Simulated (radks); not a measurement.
Excited configurations of Rh: one electron is placed in a higher orbital outside [Kr] 4d8. The ground configuration is [Kr] 4d8 5s1. All-electron calculation, Dirac Kohn-Sham, PBE, spin-unpolarised, spherical densities, point nucleus; open shells fill j = l - 1/2 first. Program: a radial shooting solver on a logarithmic mesh with Libxc functionals. Excitation = E - E(ground); binding = E(ion) - E, where the ion is the core of charge +1; n* = 1/sqrt(2 binding) in atomic units, and the quantum defect is n - n*.

outer orbital	excitation (eV)	binding (eV)	n*	eigenvalue (eV)
5d3/2	5.888	1.566	2.947	-0.720
5f5/2	6.827	0.627	4.657	-0.366
6p1/2	5.691	1.763	2.778	-1.007
6d3/2	6.476	0.979	3.729	-0.552

The Delta-SCF ionisation energy is 7.454 eV (NIST Atomic Spectra Database: 7.459 eV, measured). Self-interaction in the functional shifts the binding energies and quantum defects, so they are the method's values and not measured ones. Spin polarisation and multiplet splitting are left out, so open shells lie too high by an amount that depends on their filling.

Beside tabulated values, note that spin-unpolarised runs miss the spin-polarisation part of the exchange energy of open shells.
